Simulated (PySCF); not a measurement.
(3S)-1,3-dimethylcyclobutene (C6H10), SMILES C[C@@H]1C=C(C)C1. The structure is a stationary point at PBE-D3(BJ)/def2-SVP.

These are PBE-D3(BJ)/def2-SVP run with PySCF values and carry that method's errors.

Harmonic wavenumbers (cm⁻¹): 121, 163, 235, 281, 357, 368, 446, 626, 765, 803, 874, 889, 917, 960, 964, 1011, 1044, 1060, 1129, 1156, 1173, 1196, 1270, 1301, 1338, 1343, 1392, 1394, 1401, 1414, 1419, 1674, 2952, 2955, 2959, 2962, 3017, 3020, 3049, 3050, 3065, 3105. Rotational constants (GHz): 8.899, 2.265, 2.042; symmetry number 1.

Problem. Work out the zero-point energy and the ideal-gas rigid-rotor harmonic-oscillator thermochemistry at 298.15 K and 1 atm.

Solution. ZPE = ½ Σ hcν = ½ × 60619 cm⁻¹ = 362.58 kJ/mol. H − E(el) = 383.13 kJ/mol. Entropy in J/(mol K): translation 163.73, rotation 110.71, vibration 59.12, total 333.56. G − E(el) = 283.68 kJ/mol. Cp = 115.08 J/(mol K). Modes under 150 cm⁻¹ make the vibrational entropy uncertain.
